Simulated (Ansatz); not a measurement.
`CNB(S)C=O` + `[NH2][GeH3]` → `O=C[NH][GeH3]` + `CNBS`  (substitution at a C–B bond)

Computed with Ansatz on PBE0-D4/def2-TZVP structures; ΔE is electronic, products minus reactants. CCSD(T)/CBS is the MP2 limit (def2-TZVPP, def2-QZVPP) plus CCSD(T) − MP2 in def2-TZVPP, frozen cores. Functionals use def2-TZVPP. B3LYP here is the variant with VWN-RPA as its local correlation; programs differ in this. For Ge outer-core shells are correlated without core-valence functions, which leaves a few kJ/mol of doubt a bond. Scalar relativity is left out up to krypton. One conformer a species, not always the lowest.

`CNB(S)C=O`:

Z-matrix (Å, degrees):
```
C
N 1 1.443
H 1 1.094 2 111.4
H 1 1.094 2 111.2 3 -121.0
H 1 1.090 2 109.6 3 119.6
B 2 1.389 1 128.0 3 -116.4
H 2 1.009 1 114.3 3 63.2
C 6 1.599 2 117.2 1 180.0
S 6 1.802 2 124.5 1 -0.1
O 8 1.207 6 124.4 2 179.8
H 8 1.121 6 117.3 2 -0.2
H 9 1.348 6 92.1 2 -179.6
```

`[NH2][GeH3]`:

Z-matrix (Å, degrees):
```
Ge
N 1 1.843
H 1 1.536 2 106.9
H 1 1.548 2 114.5 3 -120.5
H 1 1.536 2 106.8 3 119.0
H 2 1.011 1 113.7 3 59.1
H 2 1.011 1 113.6 3 -176.9
```

`O=C[NH][GeH3]`:

```xyz
9

O    -1.742    0.876   -0.354
C    -1.331   -0.217   -0.678
N    -0.102   -0.668   -0.352
Ge    1.014    0.448    0.647
H    -1.940   -0.927   -1.269
H     0.161   -1.590   -0.661
H     0.358    0.739    1.998
H     1.291    1.725   -0.149
H     2.292   -0.387    0.818
```

`CNBS`:

Cartesian coordinates in Å:
```
C -1.448 0.100 0.579
N -0.198 0.528 -0.004
B 0.878 -0.294 -0.313
S 2.383 0.420 -1.046
H -1.629 0.581 1.545
H -2.296 0.323 -0.077
H -1.416 -0.978 0.737
H -0.146 1.519 -0.185
H 0.812 -1.467 -0.098
H 3.060 -0.733 -1.139
```

```
             level  ΔE (kJ/mol)  difference from CCSD(T)/CBS
            PBE-D4        -56.1                         -5.9
         r2SCAN-D4        -60.3                        -10.1
           PBE0-D4        -58.9                         -8.7
          B3LYP-D4        -57.5                         -7.3
           ωB97X-V        -59.9                         -9.7
           ωB97M-V        -56.5                         -6.3
            B2PLYP        -58.7                         -8.5
               PBE        -58.1                         -7.9
            r2SCAN        -61.0                        -10.8
              PBE0        -60.7                        -10.5
             B3LYP        -60.6                        -10.4
     HF/def2-TZVPP        -70.2                        -20.0
    MP2/def2-TZVPP        -54.9                         -4.7
SCS-MP2/def2-TZVPP        -54.4                         -4.2
   CCSD/def2-TZVPP        -53.4                         -3.2
CCSD(T)/def2-TZVPP        -52.3                         -2.1
     HF/def2-QZVPP        -70.4                        -20.2
    MP2/def2-QZVPP        -53.8                         -3.6
SCS-MP2/def2-QZVPP        -53.3                         -3.1
      HF/CBS(def2)        -70.4                        -20.2
     MP2/CBS(def2)        -52.8                         -2.6
    CCSD/CBS(def2)        -51.3                         -1.1
       CCSD(T)/CBS        -50.2                            0
```

Largest T1 diagnostic among the species: 0.015.

The D4 term adds +3.1 kJ/mol with B3LYP and +1.8 kJ/mol with PBE0; it sums over pairs of atoms, weighted by their polarisabilities, and B3LYP, whose exchange is more repulsive, gets the larger term. In def2-TZVPP, CCSD(T) changes the Hartree–Fock value by +17.9 kJ/mol (the triples alone add +1.1 kJ/mol) and MP2 by +15.3 kJ/mol.
